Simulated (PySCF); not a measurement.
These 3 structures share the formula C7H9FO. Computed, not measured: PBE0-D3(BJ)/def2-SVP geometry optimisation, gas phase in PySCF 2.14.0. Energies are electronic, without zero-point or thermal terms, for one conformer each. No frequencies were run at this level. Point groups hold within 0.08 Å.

Question: Order them by energy at this level, lowest first, and give relative energies in kJ/mol.
A. `[CH2:1]=[CH:2][C@H:3]1[CH2:4][CH2:5][C:6]([F:7])=[CH:8][O:9]1` with C1–C2–C3–C4 105°, C2–C3–C4–C5 63°, C3–C4–C5–C6 43°, C4–C5–C6–F7 165°, C6–C8–O9–C3 -13°
B. `[CH2:1]=[C:2]1[C:3](=[CH2:4])[C@@H:5]([O:6][CH3:7])[C@@H:8]1[F:9]` with C3–C5–O6–C7 -178°, C1–C2–C3–C4 32°, C2–C3–C5–O6 -138°, C3–C5–C8–F9 137°, C1–C2–C8–C5 157°
C. `[CH:1]#[C:2][C@@H:3]1[CH2:4][CH2:5][C@@:6]1([F:7])[O:8][CH3:9]` with C5–C6–O8–C9 171°, C2–C3–C4–C5 -140°, C3–C4–C5–C6 18°, C4–C5–C6–F7 93°, C2–C3–C6–C5 140°

Answer: A (0.0), B (103.5), C (126.3).

As drawn, the lowest has a C=C bond outside aromatic rings, which the highest lacks; the highest has a four-membered ring and a C≡C bond, which the lowest lacks.

| SMILES | E (Eh) | E rel (kJ/mol) | dipole (D) | point group | A, B, C (MHz) |
| --- | --- | --- | --- | --- | --- |
| C=C[C@H]1CCC(F)=CO1 | -446.35886 | 0.0 | 2.10 | C1 | 3095, 1106, 1037 |
| C=C1C(=C)[C@@H](OC)[C@@H]1F | -446.31944 | 103.5 | 0.49 | C1 | 2228, 1445, 910.2 |
| C#C[C@@H]1CC[C@@]1(F)OC | -446.31076 | 126.3 | 1.22 | C1 | 2067, 1619, 1154 |

Question: How do the relative energies change in single points at PBE0/pcSseg-1 (no added dispersion term) on the same geometries?

Answer: 
| SMILES | PBE0-D3(BJ)/def2-SVP (kJ/mol) | PBE0/pcSseg-1 (kJ/mol) | shift |
| --- | --- | --- | --- |
| C=C[C@H]1CCC(F)=CO1 | 0.0 | 0.0 | 0.0 |
| C=C1C(=C)[C@@H](OC)[C@@H]1F | 103.5 | 96.3 | -7.2 |
| C#C[C@@H]1CC[C@@]1(F)OC | 126.3 | 117.8 | -8.5 |

Each column counts from its own lowest isomer. The order is unchanged; the largest shift is 8.5 kJ/mol.
